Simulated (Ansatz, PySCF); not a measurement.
Lewis adduct: GaH3 (SMILES [GaH3]) (first 4 atoms) with H2O (SMILES O); geometry from B3LYP-D3(BJ)/def2-TZVP, rigid monomers moved along the line of their centres of mass till Ga1···O5 is 4.01 Å.
(charge 0, multiplicity 1):
```xyz
7

Ga     0.39670    -0.37608     0.68516
H      1.88290    -0.09762     1.12265
H     -0.22924    -1.81110     0.85260
H     -0.28719     0.62613    -0.33038
O     -1.31469     1.19444     3.94971
H     -2.27642     1.12208     3.91121
H     -1.10995     2.13332     4.04050
```

Monomers are frozen at their geometry in the pair; levels with a basis set take the counterpoise correction. Rows marked so take none.

Rows in STO-3G carry no dispersion term and start afresh at each structure; the Pople sets are all-electron and without relativity.

Run with Ansatz (Gaussian orbitals); PySCF for STO-3G rows, the dispersion terms. Values without a source in brackets are computed.

Problem. One of these levels gives -51.3 meV for the interaction energy. Name it.
A) B3LYP-D4/def2-TZVPPD
B) B3LYP/def2-TZVPPD
C) HF/STO-3G (no counterpoise)

Solution. C, HF/STO-3G (no counterpoise). The others give -80.3 (B3LYP/def2-TZVPPD), -99.1 (B3LYP-D4/def2-TZVPPD)

Ansatz is an electronic-structure program.
